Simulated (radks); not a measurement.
V, configuration [Ar] 3d3 4s2 (the NIST ground configuration). All-electron calculation, Dirac Kohn-Sham, PBE, spin-unpolarised, spherical densities, point nucleus; open shells are shared between the two j in proportion to 2j + 1. Program: a radial shooting solver on a logarithmic mesh with Libxc functionals.

Spin-orbit splittings of the eigenvalues, e(l+1/2) - e(l-1/2), with zeta = 2 splitting/(2l+1) and mean radii in bohr:

shell,occ.,splitting (eV),zeta (eV),<r> j=l-1/2,<r> j=l+1/2
2p,6,7.099,4.733,0.2722,0.2749
3p,6,0.8317,0.5545,1.011,1.019
3d,3,0.06563,0.02625,1.445,1.452
